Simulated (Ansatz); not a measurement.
`[TeH]B1CS1` + HCl → `ClB1CS1` + H₂Te at 600 K and 1 bar (ligand exchange at a B–Te bond).

Isolated molecules relaxed with PBE0-D4/def2-TZVP in Ansatz; ΔE leaves out vibrations. CBS: MP2 limit from def2 TZ/QZ plus the TZ coupled-cluster correction, frozen cores. This one scheme is used for every species. def2 core potentials past Kr. For Te outer-core shells are correlated without core-valence functions, which leaves a few kJ/mol of doubt a bond.

| species | CCSD(T)/CBS energy (Eh) | H − E (kJ/mol) | S (J/(mol·K)) |
| --- | --- | --- | --- |
| `[TeH]B1CS1` | -730.16423 | 148.1 | 390.7 |
| HCl | -460.38127 | 35.4 | 207.2 |
| `ClB1CS1` | -921.63854 | 124.9 | 349.2 |
| H₂Te | -268.91024 | 52.9 | 255.0 |

H − E and S are ideal-gas, rigid-rotor, harmonic terms from PBE0-D4/def2-TZVP. 1 Eh = 2625.50 kJ/mol, R = 8.31446 J/(mol·K).

Task: By hand: ΔE, ΔH, ΔS and ΔG.

Result: ΔE = (-921.63854) + (-268.91024) − (-730.16423) − (-460.38127) = -0.00328 Eh = -8.6 kJ/mol. Δ(H − E) = 124.9 + 52.9 − 148.1 − 35.4 = -5.7, so ΔH = -14.3 kJ/mol. ΔS = 349.2 + 255.0 − 390.7 − 207.2 = 6.3 J/(mol·K). ΔG = -14.3 − 600 × (6.3)/1000 = -18.1 kJ/mol.

Task: By hand: the equilibrium constant, and the temperature at which ΔG would vanish if ΔH and ΔS stayed fixed.

Result: log₁₀ K = −ΔG/(RT ln 10) = 1.6. ΔH and −TΔS have one sign here, so there is no such temperature.

The number of gas molecules stays the same, so ΔS is small and ΔH decides. A doubt of 5 kJ/mol in ΔE shifts log₁₀ K by 0.4 here. These are equilibria of isolated gas molecules and say nothing of rates. Largest T1 diagnostic: 0.014 (customary marks: 0.02 for closed shells, 0.045 for open ones).
